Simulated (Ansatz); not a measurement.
`C[SiH2][GeH3]` + `[NH2][AlH2]` → `[AlH2][NH][SiH2][GeH3]` + CH₄  (ligand exchange at the Si–C bond)

Isolated molecules relaxed with PBE0-D4/def2-TZVP in Ansatz; ΔE leaves out vibrations. CCSD(T)/CBS adds triple-zeta CCSD(T) − MP2 to the extrapolated MP2 energy (def2 sets, frozen cores). This one scheme is used for every species. Functionals use def2-TZVPP. For Ge outer-core shells are correlated without core-valence functions, which leaves a few kJ/mol of doubt a bond. Scalar relativity is left out up to krypton. One conformer a species, not always the lowest.

```json
{"level": "PBE-QIDH", "ΔE (kJ/mol)": "-55.7"}
{"level": "r2SCAN0", "ΔE (kJ/mol)": "-55.4"}
```

(1) What does CCSD(T)/CBS give? (Estimate.)

Largest T1 diagnostic among the species: 0.012.

Results:

(1) The calculation gave: -57.6 kJ/mol. The listed levels differ from it by 1.9, 2.2 kJ/mol.

Leaving LDA and LC-ωPBE aside and taking each functional with its dispersion term where it has one, the values, not all of them listed here, spread over 11.8 kJ/mol, from BHLYP-D4 to PBE-D4. From BLYP to BHLYP (50 % exact exchange), in def2-TZVPP and without D4, ΔE moves by −5.0 kJ/mol.
